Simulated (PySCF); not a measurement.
## [ReO3Cl]− at several levels of theory

Computed with PySCF 2.14.0 (density fitting, no spin-orbit coupling) at the geometry relaxed with r2SCAN:

```xyz
5
[ReO3Cl]− (doublet)
Re    0.0000    0.1666    0.0403
O     1.5139    0.0338    0.8931
O     0.0000    1.6822   -0.8065
O    -1.5139    0.0338    0.8931
Cl    0.0000   -2.1318   -0.7314
```

| level | basis | state | HOMO (eV) | gap (eV) | charge on Re1 (e) | dipole about the centre of mass (D) | largest force component (eV/Å) |
| --- | --- | --- | --- | --- | --- | --- | --- |
| r2SCAN | Re def2-SVP with ECP60, O def2-SVP, Cl def2-SVP | doublet | 0.35 | 1.53 | 0.82 | 0.69 | 0.01 |
| revPBE | the same | doublet | 0.87 | 0.97 | 0.65 | 0.60 | 0.64 |
| BP86 | the same | doublet | 0.71 | 0.89 | 0.62 | 0.56 | 0.57 |
| CAM-B3LYP | the same | doublet | -2.13 | 5.63 | 0.80 | 0.72 | 0.66 |
| r2SCAN | Re def2-TZVP with ECP60, O def2-TZVP, Cl def2-TZVP | doublet | 0.13 | 1.54 | 1.24 | 0.76 | 0.17 |
| r2SCAN | Re x2c-SVPall, O x2c-SVPall, Cl x2c-SVPall | doublet | 0.12 | 1.46 | 0.63 | 0.60 | 0.87 |

HOMO and gap are taken over both spins. Charges are Mulliken's, which hang on the basis. The relaxation used the grid (50, 194), these runs (75, 302) or, all-electron (x2c bases, spin-free X2C Hamiltonian), (99, 590).

**Question.** What does TPSS with Re def2-SVP with ECP60, O def2-SVP, Cl def2-SVP give here?

**Answer.** state doublet, HOMO (eV) 0.67, gap (eV) 1.11, charge on Re1 (e) 0.74, dipole about the centre of mass (D) 0.65, largest force component (eV/Å) 0.52. Time: 7.5 s on 2 threads of Arm Neoverse V2, with other jobs on the host, from an already converged density.

No frequency check is given that shows the relaxed geometry to be a minimum. Open shells may have lower solutions than the one found.

The highest filled level of some runs lies above zero, as often for anions with such functionals and bases.
